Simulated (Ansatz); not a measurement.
System: TlCl, charge 0, multiplicity 1. SMILES: [Cl][Tl]
Geometry: optimised at B3LYP-D3(BJ)/def2-TZVP (Ansatz, an electronic-structure program).

Wanted: vertical electron affinity (to the doublet state of charge -1; a negative value means that the extra electron is unbound and the number depends on the basis; each state is the SCF solution reached for its spin), in eV. Valence correlation only, unless marked. Open shells are spin-unrestricted. No spin-orbit coupling. Frozen are the shells of the preceding noble gas and the d and f shells that filled before the atom's block. In def2 rows, elements after Kr have scalar-relativistic effective core potentials. Anions need diffuse functions: def2-D sets add few. CBS marks a two-point X^-3 extrapolation of the correlation energy; Hartree-Fock from the larger set.

```json
[
 {"level": "SVWN5/def2-TZVPD", "program": "Ansatz", "vertical electron affinity (eV)": "0.39"},
 {"level": "PBE/def2-TZVPD", "program": "Ansatz", "vertical electron affinity (eV)": "0.25"},
 {"level": "r2SCAN/def2-TZVPD", "program": "Ansatz", "vertical electron affinity (eV)": "0.33"},
 {"level": "B3LYP/def2-TZVPD", "program": "Ansatz", "vertical electron affinity (eV)": "0.32"},
 {"level": "PBE0/def2-TZVPD", "program": "Ansatz", "vertical electron affinity (eV)": "0.29"},
 {"level": "BHLYP/def2-TZVPD", "program": "Ansatz", "vertical electron affinity (eV)": "0.23"},
 {"level": "CAM-B3LYP/def2-TZVPD", "program": "Ansatz", "vertical electron affinity (eV)": "0.33"},
 {"level": "wB97M-V/def2-TZVPD", "program": "Ansatz", "vertical electron affinity (eV)": "0.25"},
 {"level": "wB97X-V/def2-TZVPD", "program": "Ansatz", "vertical electron affinity (eV)": "0.19"},
 {"level": "wB97X/def2-TZVPD", "program": "Ansatz", "vertical electron affinity (eV)": "0.16"},
 {"level": "CCSD/def2-SVPD", "program": "Ansatz", "vertical electron affinity (eV)": "0.04"},
 {"level": "CCSD/def2-TZVPPD", "program": "Ansatz", "vertical electron affinity (eV)": "0.15"},
 {"level": "CCSD/def2-QZVPPD", "program": "Ansatz", "vertical electron affinity (eV)": "0.20"},
 {"level": "CCSD/CBS(def2-TZVPPD,def2-QZVPPD)", "program": "Ansatz", "vertical electron affinity (eV)": "0.22"},
 {"level": "CCSD(T)/def2-SVPD", "program": "Ansatz", "vertical electron affinity (eV)": "0.04"},
 {"level": "CCSD(T)/def2-TZVPPD", "program": "Ansatz", "vertical electron affinity (eV)": "0.16"},
 {"level": "CCSD(T)/def2-QZVPPD", "program": "Ansatz", "vertical electron affinity (eV)": "0.22"},
 {"level": "CCSD(T)/CBS(def2-TZVPPD,def2-QZVPPD)", "program": "Ansatz", "vertical electron affinity (eV)": "0.24"}
]
```
